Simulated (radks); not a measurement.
Effect of the nuclear size on the niobium ion Nb+, [Kr] 4d4. All-electron calculation, Dirac Kohn-Sham, relativistic LDA (MacDonald-Vosko exchange, VWN5 correlation), spin-unpolarised, spherical densities, finite nucleus; open shells are shared between the two j in proportion to 2j + 1; Fermi nuclear charge, rms radius 4.324 fm. Program: a radial shooting solver on a logarithmic mesh with Libxc functionals. The rms radius is varied about that value; shifts are against it.

[
 {"rms radius (fm)": "3.8051", "total energy shift (eV)": "-0.283", "density at nucleus (e/bohr^3)": "8.27e+04", "1s1/2 shift (meV)": "-119", "2s1/2 shift (meV)": "-12.7", "4s1/2 shift (meV)": "-0.362", "5s1/2 (empty) shift (meV)": "-0.042"},
 {"rms radius (fm)": "3.9694", "total energy shift (eV)": "-0.197", "density at nucleus (e/bohr^3)": "8.234e+04", "1s1/2 shift (meV)": "-82.9", "2s1/2 shift (meV)": "-8.81", "4s1/2 shift (meV)": "-0.252", "5s1/2 (empty) shift (meV)": "-0.030"},
 {"rms radius (fm)": "4.324", "total energy shift (eV)": "0", "density at nucleus (e/bohr^3)": "8.162e+04", "1s1/2 shift (meV)": "0.000", "2s1/2 shift (meV)": "0.000", "4s1/2 shift (meV)": "0.000", "5s1/2 (empty) shift (meV)": "0.000"},
 {"rms radius (fm)": "4.7218", "total energy shift (eV)": "0.239", "density at nucleus (e/bohr^3)": "8.088e+04", "1s1/2 shift (meV)": "101", "2s1/2 shift (meV)": "10.7", "4s1/2 shift (meV)": "0.305", "5s1/2 (empty) shift (meV)": "0.036"},
 {"rms radius (fm)": "5.2493", "total energy shift (eV)": "0.585", "density at nucleus (e/bohr^3)": "8e+04", "1s1/2 shift (meV)": "246", "2s1/2 shift (meV)": "26.2", "4s1/2 shift (meV)": "0.747", "5s1/2 (empty) shift (meV)": "0.088"}
]

Slopes of the eigenvalues against <r^2> in GHz/fm^2, as finite differences over the two radii next to the reference (eigenvalue slopes, not the field-shift constants of lines): 1s1/2 6790, 2s1/2 721, 4s1/2 20.6, 5s1/2 (empty) 2.42.
